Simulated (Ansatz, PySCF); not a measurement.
System: C₂H₆FSi (charge 0, doublet). It need not be the lowest isomer of its formula. 
Structure (B3LYP-D3(BJ)/def2-TZVP (Ansatz, a first-principles code) minimum search):
```xyz
10

Si    -0.0338     0.0128    -0.3497
C      1.4818    -0.9661    -0.0131
C     -1.4939    -0.5981     0.6290
F      0.2623     1.5495     0.0404
H     -0.3515     0.0176    -1.7993
H      2.4785    -0.5430    -0.0731
H      1.4548    -2.0243     0.2244
H     -2.3810     0.0025     0.4196
H     -1.7188    -1.6345     0.3643
H     -1.2961    -0.5574     1.7016
```
Charge 0, spin multiplicity 2.

Property: atomisation energy (electronic, to ground-state atoms), in eV. Correlated levels leave the core frozen unless marked. UHF or UKS for open shells. Spin-orbit coupling is left out. No relativistic terms. The coupled-cluster limit lacks core correlation, which all-electron functionals hold. CBS(X,Y): correlation extrapolated as X^-3; Hartree-Fock from the larger set. [CCSD(T)-MP2]/basis is that difference in the basis named.

```
level                                                                 program  atomisation energy (eV)
-------------------------------------------------------------  --------------  -----------------------
HF/6-31G                                                               Ansatz                    26.59
HF/6-31G*                                                              Ansatz                    29.24
HF/cc-pV(D+d)Z                                                         Ansatz                    28.77
PBE-D4/def2-TZVPD                                              Ansatz + dftd4                    38.71
BLYP-D4/def2-TZVPD                                             Ansatz + dftd4                    38.12
B97M-V/def2-TZVPD                                                      Ansatz                    38.47
PBE0-D4/def2-TZVPD                                             Ansatz + dftd4                    38.33
PBE0/def2-TZVP                                                         Ansatz                    38.19
TPSSh-D4/def2-TZVPD                                             PySCF + dftd4                    38.75
M06-2X/def2-TZVPD                                                       PySCF                    38.35
CAM-B3LYP-D4/def2-TZVPD                                        Ansatz + dftd4                    38.59
LC-wPBE-D4/def2-TZVPD                                          Ansatz + dftd4                    38.52
B2PLYP-D4/def2-TZVPD                                           Ansatz + dftd4                    38.03
B2PLYP/def2-TZVPD                                                      Ansatz                    37.91
RPA@PBE/cc-pV(Q+d)Z                                                    Ansatz                    36.29
MP2/cc-pV(T+d)Z                                                        Ansatz                    37.88
RI-MP2/CBS(aug-cc-pV(T+d)Z,aug-cc-pV(Q+d)Z)                            Ansatz                    38.87
SCS-MP2/6-31G*                                                         Ansatz                    34.96
CCSD(T)/6-31G                                                          Ansatz                    31.85
CCSD(T)/cc-pwCVTZ                                                      Ansatz                    37.56
RI-MP2/CBS(cc-pV(T+d)Z,cc-pV(Q+d)Z)+[CCSD(T)-MP2]/cc-pV(T+d)Z          Ansatz                    38.47
```
